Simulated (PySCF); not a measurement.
B(OH)(OEt)(NH2), SMILES CCOB(N)O (B3LYP/def2-SVP optimised geometry):

```
14

B     -0.715     0.070     0.000
O     -1.378     1.279     0.000
H     -2.337     1.200     0.030
O      0.656     0.070     0.000
C      1.413     1.267    -0.020
C      1.647     1.767    -1.440
H      0.915     2.049     0.578
H      2.379     1.040     0.463
H      0.694     2.048    -1.915
H      2.303     2.653    -1.436
H      2.125     0.986    -2.053
N     -1.377    -1.186     0.001
H     -0.849    -2.049     0.009
H     -2.379    -1.315    -0.001
```

Method: PySCF with B3LYP/def2-TZVP.

What are the frontier orbital energies and the dipole moment?

HOMO-2 -8.34 eV, HOMO-1 -8.05 eV, HOMO -7.06 eV, LUMO 0.26 eV, LUMO+1 1.45 eV; dipole moment 1.79 D.

On the same geometry PBE/def2-TZVP in PySCF gives HOMO-2 -6.99 eV, HOMO-1 -6.69 eV, HOMO -5.82 eV, LUMO -0.19 eV, LUMO+1 1.00 eV; dipole moment 1.79 D.

Meta-Löwdin charges at B3LYP/def2-TZVP: B1 0.46, O2 -0.56, H3 0.35, O4 -0.42, C5 0.03, C6 -0.33, H7 0.10, H8 0.10, H9 0.11, H10 0.11, H11 0.11, N12 -0.53, H13 0.24, H14 0.23.
